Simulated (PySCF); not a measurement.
Species: C₃H₁₁NSi.
SMILES with atom numbers: `[CH3:1][C@H:2]([NH2:3])[CH2:4][SiH3:5]`

A calculation gives these core lines: C 1s: 289.97 (area 1), 290.39 (area 1), 291.33 (area 1) eV; N 1s: 404.68 eV; Si 1s: 1846.15 eV; Si 2p3/2: 106.45 eV.

Method: PySCF, delta-SCF UKS SCAN, pcX-2 on the ionised atom, pcseg-1 elsewhere, spin-free X2C. The structure is a single GFN2-xTB conformer in the gas phase; no vibrational or solvent corrections.

(1) Order the carbon atoms by C 1s binding energy.

Results:

(1) 289.97 eV: C4 (sp3 carbon bound to silicon); 290.39 eV: C1 (methyl carbon); 291.33 eV: C2 (sp3 carbon bound to nitrogen). Lowest listed C 1s: C4, bonded to C, 2 H and Si. Highest, 1.36 eV above it: C2, bonded to N, 2 C and H. Summing the Pauling electronegativity differences to the bonded atoms, each weighted by its formal bond order, gives -1.35 for the lowest site and +0.14 for the highest; no listed site has a larger sum than the highest.

Bonded neighbours of each site: C1: C and 3 H; C2: N, 2 C and H; N3: C and 2 H; C4: C, 2 H and Si; Si5: C and 3 H.

Question: What is the C 1s shift of C1 against C4?

Answer: 290.39 − 289.97 = +0.42 eV, or +41 kJ/mol.

The 2p values aren't plain energy differences: one relaxed spin-free 2p hole is combined with a matrix within the shell (ground-state 2p orbital-energy differences and spin–orbit coupling). 2p3/2, the mean of its two sublevels, lies a third of the splitting below the shell's mean and 2p1/2 two thirds above it; the statistical areas are 2:1. 2p1/2 minus 2p3/2 (ligand field included): Si 0.62 eV.

Time: 76 s wall. Hardware: one thread, x86-64 server, on a shared host.

The values belong to the conformer `[CH3:1][C@H:2]([NH2:3])[CH2:4][SiH3:5]`: C1–C2–C4–Si5 -62°, H–N3–C2–C1 179°, H–N3–C2–C1 -62°.
